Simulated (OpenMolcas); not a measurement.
## Multiconfigurational calculation on P³⁺

Input:

```
&GATEWAY
Coord
1

P 0.0 0.0 0.0
Basis=ANO-R1
Group=XYZ
NoMove
AngMom=0.0 0.0 0.0
AMFI
&SEWARD
&RASSCF
FileOrb=start.orb
Symmetry=1
Spin=3
nActEl=2 0 0
Inactive=2 3
Ras2=1 3
CIRoot=3 3 1
SDav=3
CIMx=300
Iter=120 100
PrWF=0.3
OrbListing=Nothing
MaxOrb=0
Atom
>>> COPY $Project.JobIph JOBPRE
&RASSCF
FileOrb=start.orb
Symmetry=1
Spin=3
nActEl=2 0 0
Inactive=2 3
Ras2=2 6
CIRoot=3 3 1
SDav=16
CIMx=300
Iter=120 100
PrWF=0.3
OrbListing=Nothing
MaxOrb=0
Atom
>>> COPY $Project.JobIph JOB001
&RASSCF
FileOrb=start.orb
Symmetry=1
Spin=1
nActEl=2 0 0
Inactive=2 3
Ras2=2 6
CIRoot=1 1 1
SDav=24
CIMx=300
Iter=120 100
PrWF=0.3
OrbListing=Nothing
MaxOrb=0
Atom
>>> COPY $Project.JobIph JOB002
&RASSCF
FileOrb=start.orb
Symmetry=2
Spin=3
nActEl=2 0 0
Inactive=2 3
Ras2=2 6
CIRoot=3 3 1
SDav=12
CIMx=300
Iter=120 100
PrWF=0.3
OrbListing=Nothing
MaxOrb=0
Atom
>>> COPY $Project.JobIph JOB003
&RASSCF
FileOrb=start.orb
Symmetry=2
Spin=1
nActEl=2 0 0
Inactive=2 3
Ras2=2 6
CIRoot=3 3 1
SDav=12
CIMx=300
Iter=120 100
PrWF=0.3
OrbListing=Nothing
MaxOrb=0
Atom
>>> COPY $Project.JobIph JOB004
&RASSI
NrOfJobIphs=3 1 3 3
1
1 2 3
1 2 3
IphNames
JOB002
JOB003
JOB004
EJob
SpinOrbit
DIPRint=1.0
SOCoupling=1000.0
Subsets=2
MEES
Property=10
'ANGMOM' 1 'ANGMOM' 2 'ANGMOM' 3 'MLTPL  1' 1 'MLTPL  1' 2 'MLTPL  1' 3
'AMFI' 1 'AMFI' 2 'AMFI' 3 'MLTPL  2' 6
SOProperty=3
'ANGMOM' 1 'ANGMOM' 2 'ANGMOM' 3
```

Launched by
```bash
OMP_NUM_THREADS=1 MOLCAS_MEM=2252 MOLCAS_PROJECT=a pymolcas a.inp > a.log  # once for each step of the input, in one work folder
```

A driver script runs the steps one by one and writes start.orb anew before each from the orbitals found so far.

Output, cut to the results:

```
--- SEWARD ---
Basis set label: P.ANO-R...4S3P1D.

      Electronic valence basis set:
      ------------------
      Associated Effective Charge  15.000000 au
      Associated Actual Charge     15.000000 au
      Nuclear Model: Finite nucleus - Gaussian distribution
        Gaussian exponent, Xi/bohr**(-2):  4.11175E+08

      Shell  nPrim  nBasis  Cartesian Spherical Contaminant
         s      16       4        X
         p      11       3        X
         d       7       1                 X
                  Relativistic X2C integrals
                  Atomic mean-field integrals
--- RASSCF ---
Wave function specifications:
      -----------------------------

      Number of closed shell electrons          10
      Number of electrons in active shells       2
      Max number of holes in RAS1 space          0
      Max nr of electrons in RAS3 space          0
      Number of inactive orbitals                5
      Number of active orbitals                  8
      Number of secondary orbitals               5
      Spin quantum number                      1.0
      State symmetry                             1
Orbital specifications:
      -----------------------

      Symmetry species                           1   2
                                                ag  au
      Frozen orbitals                            0   0
      Inactive orbitals                          2   3
      Active orbitals                            2   6
      RAS1 orbitals                              0   0
      RAS2 orbitals                              2   6
      RAS3 orbitals                              0   0
      Secondary orbitals                         5   0
      Deleted orbitals                           0   0
      Number of basis functions                  9   9
      Number of CSFs                            16
      Number of root(s) required                 3
      Iter CI   SX   CI       RASSCF       Energy    max ROT     max BLB   max BLB  Level Ln srch  Step   QN
          iter iter root      energy       change     param      element    value   shift minimum  type update
 Nr of preliminary CI iterations:   1
 ###############################################################################
 ###############################################################################
 ###                                                                         ###
 ###                                                                         ###
 ###    WARNING: Problems in orbital optimization.                           ###
 ###                                                                         ###
 ###                                                                         ###
 ###############################################################################
 ###############################################################################
  Warning: In symmetry  1, orbital p=   3 has diagonal density matrix element D(p,p) close to zero. D(p,p)=  1.618385E-30
  Warning: In symmetry  1, orbital p=   4 has diagonal density matrix element D(p,p) close to zero. D(p,p)=  1.618385E-30
        ...
 ###############################################################################
  Warning: In symmetry  1, orbital p=   3 has diagonal density matrix element D(p,p) close to zero. D(p,p)=  2.474116E-30
  Warning: In symmetry  1, orbital p=   4 has diagonal density matrix element D(p,p) close to zero. D(p,p)=  2.474116E-30
        4   1    1    0  -338.65812040    1.14E-13   0.00E+00    2   3 1  8.52E-08   0.00   0.00    SX    NO
      Convergence after  4 iterations
        5   1    1    0  -338.65812040    0.00E+00   0.00E+00    2   3 1  8.52E-08   0.00   0.00    SX    NO
      Natural orbitals and occupation numbers for root  1
      sym 1:   0.000000   0.000000
      sym 2:  -0.000000   0.999745   0.999745   0.000255   0.000255   0.000000
      Natural orbitals and occupation numbers for root  2
      sym 1:   0.000000   0.000000
      sym 2:   0.999745  -0.000000   0.999745   0.000255  -0.000000   0.000255
      Natural orbitals and occupation numbers for root  3
      sym 1:   0.000000   0.000000
      sym 2:   0.999745   0.999745   0.000000   0.000000   0.000255   0.000255
::    RASSCF root number  1 Total energy:   -338.65812040
::    RASSCF root number  2 Total energy:   -338.65812040
::    RASSCF root number  3 Total energy:   -338.65812040
--- RASSCF ---
Wave function specifications:
      -----------------------------

...
--- RASSI ---
SPIN-FREE ENERGIES:
  (Shifted by EMIN (a.u.) =       -339.3954677344)

 SF State       Relative EMIN(au)   Rel lowest level(eV)    D:o, cm**(-1)      L_eff

     1             0.0000000000        0.0000000000              0.0000         0.0
     2             0.3037584232        8.2656877804          66667.2680         1.0
     3             0.3037584232        8.2656877804          66667.2680         1.0
     4             0.3037584232        8.2656877804          66667.2680         1.0
     5             0.5224617902       14.2169095718         114667.1088         1.0
     6             0.5224617902       14.2169095718         114667.1088         1.0
     7             0.5224617902       14.2169095718         114667.1088         1.0
     Dipole printing threshold changed to   1.00000000E+00

++ Dipole transition strengths (spin-free states):
   -----------------------------------------------
     for osc. strength at least  1.00000000E+00

  ( Max oscillator strength is only   0.58474255354764659      )
--
Eigenvalues of complex Hamiltonian:
   -----------------------------------
  (Shifted by EMIN (a.u.) =       -339.3954677344)

 SO State       Relative EMIN(au)   Rel lowest level(eV)    D:o, cm**(-1)     J-value

     1             0.0000000000        0.0000000000              0.0000         0.0
     2             0.3015800191        8.2064103847          66189.1635         0.0
     3             0.3026597060        8.2357901610          66426.1274         0.6
     4             0.3026597060        8.2357901610          66426.1274         0.6
     5             0.3026597060        8.2357901610          66426.1274         1.0
     6             0.3048476253        8.2953264783          66906.3202         1.8
     7             0.3048476253        8.2953264783          66906.3202         1.9
     8             0.3048476253        8.2953264783          66906.3202         1.8
...
```

The J values that RASSI prints are effective ones from its own formula and need not be integers or half-integers; the table below assigns J from the states.

Levels above the lowest, from the spin-orbit matrix, grouped by J:

```tsv
Configuration	Term	J	E (cm-1)	Measured (cm-1)	g	Term weight %
3s2	1S	0	0.0	0.0		100
3s 3p	3P*	0	66189	67918		100
3s 3p	3P*	1	66426	68146	1.501	100
3s 3p	3P*	2	66906	68615	1.501	100
3s 3p	1P*	1	114669		1.000	100
```

Against the 3 measured excited levels shown (Martin, Zalubas and Musgrove, J. Phys. Chem. Ref. Data 14, 751 (1985)) the mean absolute deviation is 1700 cm-1; the largest miss in energy is 3s 3p 3P* 0: computed 66189, measured 67918 cm-1 (-2.5 %).

Active for correlation alone: 4p 4s; no level in the range computed is led by a configuration that fills them, so any true level of that kind is missing. The basis is small and was not contracted for so high a charge. Measured partners are found by configuration, term and J. A level has none where our copy of the source lacks it or the pairing is in doubt (some pairs that miss far off the trend of their configuration count as doubtful), and it then counts in no deviation. Only configurations of the active space appear. The first state left out of the spin-orbit step lies near 160000 cm-1 above the lowest spin-free state of the reference (among the parities and spins computed), and the list stops at four fifths of that energy or lower.

The term weight is that of the spin-free term in the level, not the purity of its configuration. * marks odd parity.
